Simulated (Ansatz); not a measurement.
Relaxation of Si(NMe2)Cl3 (C2H6Cl3NSi) with RKS r2SCAN-D4/def2-SVP.

```sh
$ ansatz run in.yaml --threads 4 --pin off --events-out ev --progress --plain --max-ram 4787MiB
```

```yaml
crystal:
  periodic: [false, false, false]
  atoms:
    - {symbol: C, position_ang: [1.067460, -0.548510, 0.897850]}
    - {symbol: C, position_ang: [-1.041850, 0.595850, 0.891360]}
    - {symbol: Cl, position_ang: [1.878420, -0.071320, -2.321250]}
    - {symbol: Cl, position_ang: [-0.990090, 1.592580, -2.326100]}
    - {symbol: Cl, position_ang: [-0.976540, -1.683790, -2.268120]}
    - {symbol: N, position_ang: [0.072080, 0.128140, 0.089010]}
    - {symbol: Si, position_ang: [-0.008930, -0.019490, -1.615650]}
    - {symbol: H, position_ang: [1.411940, 0.126770, 1.683510]}
    - {symbol: H, position_ang: [1.917290, -0.838270, 0.287890]}
    - {symbol: H, position_ang: [0.649050, -1.443410, 1.367420]}
    - {symbol: H, position_ang: [-1.747080, 1.146110, 0.275960]}
    - {symbol: H, position_ang: [-1.563670, -0.242210, 1.362890]}
    - {symbol: H, position_ang: [-0.668070, 1.257540, 1.675230]}
basis:
  gaussian: {orbitals: def2-SVP}
hamiltonian: {xc: r2scan, dispersion: d4}
scf: {lower_state_search: "off"}
output: {orbitals: {seedname: orbitals}}
relax: {f_tol: 0.02, max_steps: 100}
```

Hardware: 4 threads of Arm Neoverse V2 on a shared host. Wall time 15 s.

Positions (Å) and forces (eV/Å) at steps 1, 2, 3, 4, 5 of 5:

```xyz
13
step=1 energy=-49090.3138 eV
C     1.067   -0.549    0.898   -0.292    0.119   -0.389
C    -1.042    0.596    0.891    0.259   -0.187   -0.393
Cl    1.878   -0.071   -2.321    0.762   -0.043   -0.429
Cl   -0.990    1.593   -2.326   -0.416    0.631   -0.431
Cl   -0.977   -1.684   -2.268   -0.313   -0.537   -0.268
N     0.072    0.128    0.089    0.023    0.010   -0.177
Si   -0.009   -0.019   -1.616    0.005    0.044    1.238
H     1.412    0.127    1.684    0.215    0.207    0.337
H     1.917   -0.838    0.288    0.415   -0.142   -0.172
H     0.649   -1.443    1.367   -0.086   -0.390    0.266
H    -1.747    1.146    0.276   -0.344    0.268   -0.176
H    -1.564   -0.242    1.363   -0.279   -0.274    0.260
H    -0.668    1.258    1.675    0.053    0.295    0.335
13
step=2 energy=-49090.3899 eV
C     1.075   -0.558    0.908   -0.064    0.053   -0.119
C    -1.053    0.597    0.899    0.075   -0.030   -0.120
Cl    1.904   -0.072   -2.381   -0.107    0.023    0.084
Cl   -1.009    1.613   -2.385    0.074   -0.082    0.086
Cl   -0.981   -1.690   -2.288    0.027    0.044    0.045
N     0.074    0.129    0.108   -0.005   -0.027   -0.176
Si    0.000   -0.003   -1.596    0.000    0.012    0.078
H     1.441    0.114    1.700    0.067    0.058    0.088
H     1.932   -0.855    0.293    0.104   -0.033   -0.074
H     0.664   -1.461    1.392   -0.040   -0.096    0.047
H    -1.765    1.150    0.278   -0.083    0.070   -0.072
H    -1.587   -0.238    1.384   -0.060   -0.082    0.045
H    -0.694    1.275    1.690    0.011    0.088    0.087
13
step=3 energy=-49090.3948 eV
C     1.080   -0.561    0.901   -0.027    0.010   -0.021
C    -1.057    0.600    0.893    0.021   -0.018   -0.022
Cl    1.903   -0.066   -2.361   -0.035   -0.003   -0.001
Cl   -1.004    1.615   -2.365    0.015   -0.034    0.000
Cl   -0.984   -1.696   -2.273    0.021    0.036    0.010
N     0.074    0.129    0.108   -0.003   -0.015   -0.055
Si   -0.003   -0.007   -1.591    0.009    0.019    0.066
H     1.456    0.110    1.695    0.014   -0.001    0.007
H     1.935   -0.857    0.278   -0.002    0.003   -0.003
H     0.670   -1.467    1.387    0.002   -0.009    0.007
H    -1.769    1.152    0.263    0.003    0.001   -0.003
H    -1.597   -0.236    1.379   -0.009   -0.002    0.007
H    -0.705    1.284    1.685   -0.008    0.012    0.007
13
step=4 energy=-49090.3952 eV
C     1.081   -0.562    0.901   -0.005    0.006   -0.003
C    -1.058    0.600    0.892    0.006   -0.001   -0.003
Cl    1.901   -0.065   -2.362    0.001    0.001   -0.003
Cl   -1.003    1.613   -2.365    0.000    0.001   -0.002
Cl   -0.981   -1.692   -2.270   -0.001   -0.002    0.002
N     0.074    0.129    0.110   -0.003   -0.009   -0.007
Si   -0.002   -0.005   -1.588    0.002    0.005    0.025
H     1.461    0.108    1.694    0.001   -0.006   -0.004
H     1.933   -0.860    0.275   -0.006    0.001    0.004
H     0.671   -1.468    1.389    0.002    0.006   -0.004
H    -1.769    1.150    0.260    0.004   -0.004    0.004
H    -1.599   -0.235    1.379    0.004    0.005   -0.004
H    -0.710    1.287    1.685   -0.005   -0.003   -0.004
13
step=5 energy=-49090.3953 eV
C     1.080   -0.562    0.901    0.000   -0.001    0.001
C    -1.058    0.600    0.892    0.000    0.000    0.001
Cl    1.901   -0.061   -2.362    0.001    0.000   -0.001
Cl   -1.004    1.613   -2.366   -0.001    0.000    0.000
Cl   -0.978   -1.693   -2.267    0.001    0.001    0.000
N     0.074    0.129    0.110   -0.001   -0.001    0.003
Si   -0.001   -0.004   -1.587   -0.001   -0.002    0.000
H     1.464    0.107    1.692    0.000    0.001    0.000
H     1.930   -0.864    0.274   -0.001   -0.001   -0.001
H     0.669   -1.466    1.390    0.000    0.000   -0.001
H    -1.770    1.149    0.259    0.000   -0.001   -0.001
H    -1.597   -0.235    1.380    0.001    0.000   -0.002
H    -0.711    1.289    1.683    0.001    0.001    0.001
```

Another isomer (singlet) lies 0.37 eV lower at PBE0-D4/def2-TZVP; other spin states weren't run for this one.
